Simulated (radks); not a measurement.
Problem. Valence configurations of the niobium ion Nb+ (all share [Kr]). Calculated with a radial shooting solver on a logarithmic mesh with Libxc functionals: scalar-relativistic Kohn-Sham, PBE, spin-polarised, spherical densities, point nucleus; open shells are filled with parallel spins first (spin-orbit coupling, left out, can overturn this in heavy ions). Order these by energy: 4d2.5 5s1.5; 4d3.5 5s0.5; 4d4; 4d2 5p2; 4d2.5 5p1.5; 4d2.5 5s1 5p0.5; 4d2.5 5s0.5 5p1; 4d3 5s1; 4d3.5 5p0.5; 4d3 5p1.

Solution. From the lowest, in eV above it: 4d4 0.000; 4d3.5 5s0.5 0.210; 4d3 5s1 0.646; 4d2.5 5s1.5 2.184; 4d3.5 5p0.5 2.230; 4d2.5 5s1 5p0.5 3.517; 4d3 5p1 4.878; 4d2.5 5s0.5 5p1 5.728; 4d2.5 5p1.5 7.947; 4d2 5p2 11.451. NIST lists [Kr] 4d4 as the ground configuration; this level of theory agrees among the configurations tried. The energies are those of spherical high-spin densities, not of single terms.
